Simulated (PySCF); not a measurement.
Zn(NH2)(GeH3) (GeH5NZn), SMILES [NH2][Zn][GeH3].

Geometry optimised at B3LYP-D3(BJ)/def2-SVP. The structure was generated by enumeration; whether it is a known compound was not checked. One conformer was computed; it need not be the lowest.

Two levels are set side by side: TDDFT-PBE/def2-SVPD (PySCF) and TDDFT-LC-ωPBE/def2-SVPD (PySCF). Vertical, same geometry. The lowest singlet is HOMO→LUMO 100 % with PBE and HOMO→LUMO 93 % with the other functional; states are paired by order. Differences are taken from unrounded values.

```json
[
 {"quantity": "lowest singlet excitation (eV)", "TDDFT-PBE": "4.11"},
 {"quantity": "lowest triplet excitation (TDA) (eV)", "TDDFT-PBE": "3.97"},
 {"quantity": "first bright state (f over 0.05) (eV)", "TDDFT-PBE": "5.91"},
 {"quantity": "its oscillator strength", "TDDFT-PBE": "0.22"}
]
```

Question: These are the TDDFT-PBE values. What does TDDFT-LC-ωPBE give? (The exact figures need the calculation; the answer reports its results.)

Answer: 
```json
[
 {"quantity": "lowest singlet excitation (eV)", "TDDFT-LC-ωPBE": "5.60", "TDDFT-PBE minus TDDFT-LC-ωPBE": "-1.49"},
 {"quantity": "lowest triplet excitation (TDA) (eV)", "TDDFT-LC-ωPBE": "5.19", "TDDFT-PBE minus TDDFT-LC-ωPBE": "-1.22"},
 {"quantity": "first bright state (f over 0.05) (eV)", "TDDFT-LC-ωPBE": "5.86", "TDDFT-PBE minus TDDFT-LC-ωPBE": "0.05"},
 {"quantity": "its oscillator strength", "TDDFT-LC-ωPBE": "0.08", "TDDFT-PBE minus TDDFT-LC-ωPBE": "0.13"}
]
```

A lower first singlet is the usual sign of a functional without exact exchange. Differences between two approximate levels are no errors against the true value.

Rough cost on one machine, each run with all the roots and properties that it gave: TDDFT-LC-ωPBE against TDDFT-PBE about 5 times.
